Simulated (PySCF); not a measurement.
SiHMe2(OEt), C₄H₁₂OSi.
InChI=1S/C4H12OSi/c1-4-5-6(2)3/h6H,4H2,1-3H3

The closed-shell ground state was solved at several levels (PySCF, density fitting, gas phase, non-relativistic). The structure is a single PBE0-D3(BJ)/def2-SVP conformer in the gas phase; no vibrational or solvent corrections.

```csv
level,basis functions,HOMO (eV),LUMO (eV),gap (eV),dipole (D)
PBE0/pcSseg-1,169,-7.68,1.41,9.09,0.84
B3LYP/pcSseg-1,169,-7.45,1.09,8.54,0.83
```

Task: What might B3LYP/def2-SVPD (223 basis functions) give for the same quantities?

Result: HOMO -7.48 eV, LUMO 0.39 eV, gap 7.87 eV, dipole 0.78 D.

Task: Over all these levels, which gives the widest orbital gap and which the narrowest?

Result: PBE0/pcSseg-1 (global hybrid, 25 % exact exchange) has the widest, 9.09 eV, and B3LYP/def2-SVPD (global hybrid, 20 % exact exchange) the narrowest, 7.87 eV. Functional and basis both differ between the two, so the spread mixes both effects.

Task: How far do the dipole and the HOMO energy spread over the levels?

Result: The dipole runs from 0.78 to 0.84 D (mean 0.82 D) and the HOMO from -7.68 to -7.45 eV.
